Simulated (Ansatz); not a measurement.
CrO₂F₂. Charge 0, multiplicity 1. Geometry r2SCAN-D4/def2-SVP, basis def2-TZVP, Ansatz.

```
run  HOMO (eV)  LUMO (eV)
  A     -10.29      -5.36
  B      -9.19      -5.92
  C      -8.75      -5.75
  D     -12.99      -2.78
  E      -9.86      -5.63
  F     -10.87      -5.18
```

B3LYP takes the VWN-RPA correlation.

Task: The runs used B3LYP, PBE, r2SCAN, r2SCAN0, r2SCANh, ωB97X-V. Estimate which is which.

Result: A B3LYP (20 % exact exchange); B r2SCAN (0 % exact exchange); C PBE (0 % exact exchange); D ωB97X-V (range-separated); E r2SCANh (10 % exact exchange); F r2SCAN0 (25 % exact exchange). Exact exchange lowers occupied and raises empty levels; among semilocal functionals meta-GGAs tend to open the gap a little, and such runs are hard to tell apart. The gap grows from 3.00 eV (PBE) to 10.21 eV (ωB97X-V). The restricted singlet is unstable towards broken spin symmetry in Hartree–Fock (as tested in another run); at B3LYP-D4/def2-TZVP, r2SCAN-D4/def2-TZVP, ωB97X-V/def2-TZVP, r2SCANh-D4/def2-TZVP and others this wasn't settled.
